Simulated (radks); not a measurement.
Results of a calculation; reference values are marked as such.
Excited configurations of Ca3+: one electron is placed in a higher orbital outside [Ne] 3s2 3p4. The ground configuration is [Ne] 3s2 3p5. Level of theory: scalar-relativistic Kohn-Sham, PBE, spin-polarised, spherical densities, point nucleus; open shells are filled with parallel spins first (a radial shooting solver on a logarithmic mesh with Libxc functionals). Excitation = E - E(ground); binding = E(ion) - E, where the ion is the core of charge +4; n* = 4/sqrt(2 binding) in atomic units, and the quantum defect is n - n*.

outer orbital  excitation (eV)  binding (eV)  quantum defect  eigenvalue (eV)  <r> (bohr)
3d                      26.325        40.872           0.692          -33.275       1.408
4s                      35.957        31.240           1.360          -27.603       2.714
4p                      41.095        26.102           1.112          -22.911       3.021
4d                      48.256        18.942           0.610          -16.469       3.709
4f                      52.825        14.372           0.108          -12.127       4.167
5p                      52.509        14.688           1.150          -13.090       5.521
6s                      56.761        10.437           1.433           -9.421       8.057
6p                      57.787         9.410           1.190           -8.469       8.719
7s                      60.060         7.137           1.477           -6.474       11.79
7p                      60.645         6.552           1.236           -5.933       12.63
7d                      61.577         5.620           0.776           -5.073       14.29

The Delta-SCF ionisation energy is 67.197 eV (NIST Atomic Spectra Database: 67.273 eV, semi-empirical). Self-interaction in the functional shifts the binding energies and quantum defects, so they are the method's values and not measured ones. Open shells are spherical and high-spin; term and fine-structure splittings are not resolved.
